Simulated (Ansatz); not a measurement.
Ansatz (an electronic-structure program) input:

Ansatz 0.2 input:
```yaml
crystal:
  periodic: [false, false, false]
  atoms:
    - {symbol: Sn, position_ang: [-0.27387918, -0.24612340, -0.04315093]}
    - {symbol: O, position_ang: [-1.62303541, -1.45855191, -0.25571673]}
    - {symbol: Cl, position_ang: [-0.20608848, 1.96140531, -0.75361516]}
    - {symbol: Cl, position_ang: [1.77539685, -0.55113557, 1.00086695]}
basis:
  gaussian:
    orbitals: def2-SVPD
magnetization: {spin_polarized: false}
correlation: {method: ccsd_t, electrons: outside_noble_gas}
output: {forces: true}
```

Q: Predict the final energy.

A: -1207.50791 Eh (CCSD(T)/def2-SVPD). The basis has 109 functions. The run takes very roughly 50 core-seconds.
